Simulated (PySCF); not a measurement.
A structure optimised at TPSSh-D3(BJ)/def2-SVP, used in a PySCF frequency run:

```xyz
6

F      1.1512     2.2554     0.0000
C      0.2942     1.2412     0.0000
Cl    -1.3557     1.6963     0.0000
C      0.7440    -0.0260     0.0000
F      2.0513    -0.2647     0.0000
Br    -0.3430    -1.5441     0.0000
```

Problem. Write its SMILES, formula and point group.

Solution. F/C(Cl)=C(\F)Br, C₂BrClF₂, Cs

Problem. What are its rotational constants (standard atomic weights)?

Solution. 2.6986, 1.2374, 0.84839 GHz
